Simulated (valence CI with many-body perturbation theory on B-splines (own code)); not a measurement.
Results of a calculation; reference values are marked as such.
## Basis-set convergence for Tl⁴⁹⁺

Level of theory: valence CI with perturbative core correlation (CI+MBPT): four valence electrons over a frozen Dirac-Fock core [Ar] 3d10, a basis of 9 s, 9 p, 8 d, 6 f, 3 g, 1 h functions for each j, with the one-electron correlation potential Σ1, the two-electron term Σ2, the three-electron term Σ3, Breit, model QED; selected CI, second order for the rest, scaled by the run's own slope (own B-spline code, finite nucleus).

No measured spectrum was set against this ion. As an estimate, large intervals hold to a few tenths of a per cent, small ones and those within an open d or f shell to about a per cent.

The reference run has the lowest level (4s^2 4p1/2^2) J=0 and an ionisation energy of 2856.26 eV. Its largest variational space holds 20000 state functions.

Levels are named by their leading jj configuration (3d3/2^4 stands for four electrons in 3d with j = 3/2), which in mixed levels can hold well under half, so a name can repeat and another be missing. Letters in brackets count levels of one name in rising energy.

Changed runs:
A. basis 6 s, 6 p, 5 d, 3 f, 1 g
B. basis 5 s, 5 p, 4 d, 2 f

Excitation energies of the reference run in cm⁻¹, and shifts in cm⁻¹:

```csv
Level,Reference,A,B
(4s^2 4p1/2 4p3/2) J=1,1219110,-138,-480
(4s^2 4p1/2 4p3/2) J=2,1258510,-22,-6.4
(4s 4p1/2^2 4p3/2) J=2,2143980,-139,-442
(4s 4p1/2^2 4p3/2) J=1,2278620,+1.8,+141
(4s^2 4p3/2^2) J=2,2507680,-128,-354
(4s^2 4p3/2^2) J=0,2592540,+3.8,+155
(4s^2 4p1/2 4d3/2) J=2,2654690,-15,+245
(4s^2 4p1/2 4d3/2) J=1,2826160,+274,+1532
(4s^2 4p1/2 4d5/2) J=2,2999860,-21,+278
(4s^2 4p1/2 4d5/2) J=3,3009690,+114,+880
(4s 4p1/2 4p3/2^2) J=2 [a],3339490,-223,-661
(4s 4p1/2 4p3/2^2) J=3,3416250,-106,-217
Ionisation energy (eV),2856.26,-0.044,-0.15
```
